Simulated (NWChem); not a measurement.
Molecule: SiCl$_{2}$F$_{2}$; SMILES F[Si](Cl)(F)Cl

All runs: NWChem. Geometry: optimised at PBE0/def2-SVP. Total energies compare along this basis series because the functional is fixed.

| level | basis functions | energy (Ha) | highest occupied level (eV) | orbital gap (eV) | dipole (D) |
|---|---|---|---|---|---|
| TPSS/def2-SVP | 82 | -1409.3331 | -8.50 | 7.82 | 0.56 |
| TPSS/def2-SVPD | 124 | -1409.3653 | ___ | ___ | 0.71 |
| TPSS/def2-TZVP | 173 | -1410.0205 | -8.61 | 7.63 | 0.72 |
| TPSS/def2-TZVPP | 188 | -1410.0207 | -8.61 | 7.63 | 0.72 |

### Question
Complete the blanks.

### Answer

- TPSS/def2-SVPD, highest occupied level (eV): -8.78
- TPSS/def2-SVPD, orbital gap (eV): 7.40
